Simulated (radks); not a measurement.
Spherical quantum dot in the effective-mass picture: electrons in a hard-walled sphere of radius 3.55, with a point charge +1 (a donor) at the centre, all in effective atomic units (hartree* = m*/eps^2 hartree, bohr* = eps/m* bohr), one dielectric constant everywhere. Calculated with a radial shooting solver with Libxc functionals: non-relativistic Kohn-Sham, exchange-only LDA, spin-polarised, spherical densities. Levels are named by radial order and angular momentum (1s, 1p, 1d, 2s, ...), and open shells are averaged over m. Results are scaled to m* = 0.241 and eps = 9.9, for which hartree* = 66.91 meV and bohr* = 2.174 nm.

N = 22, configuration 1s2 1p6 1d10 2s(up 1, down 0) 1f(up 3, down 0). This is the lowest configuration that the search found. Occupied and some empty levels:

level,occupation,eigenvalue (meV),<r> (nm)
1s up,1,530.91,4.862
1s down,1,535.56,4.961
1p up,3,547.45,5.317
1p down,3,551.33,5.320
1d up,5,572.34,5.529
1d down,5,576.18,5.526
2s up,1,595.74,3.029
1f up,3,605.71,5.690
2s down,0,609.04,3.122
1f down,0,609.60,5.686
1g up,0,647.02,5.820
1g down,0,650.96,5.818
2p up,0,663.45,3.894
2p down,0,669.78,3.961
2d up,0,723.36,4.348
2d down,0,727.63,4.376

Energy (meV): total 6709.08, kinetic 1967.6, external -673.14, Hartree 6006.5, exchange-correlation -591.94.

Electron density:

r (nm),n(r) (e/nm^3)
0.218,0.04448
0.603,0.03115
0.987,0.02190
1.37,0.01561
1.76,0.01150
2.14,0.009065
2.52,0.007974
2.91,0.008026
3.29,0.009076
3.68,0.01100
4.06,0.01359
4.44,0.01649
4.83,0.01919
5.21,0.02093
5.60,0.02094
5.98,0.01869
6.36,0.01423
6.75,0.008548
7.13,0.003393
7.52,0.0004001
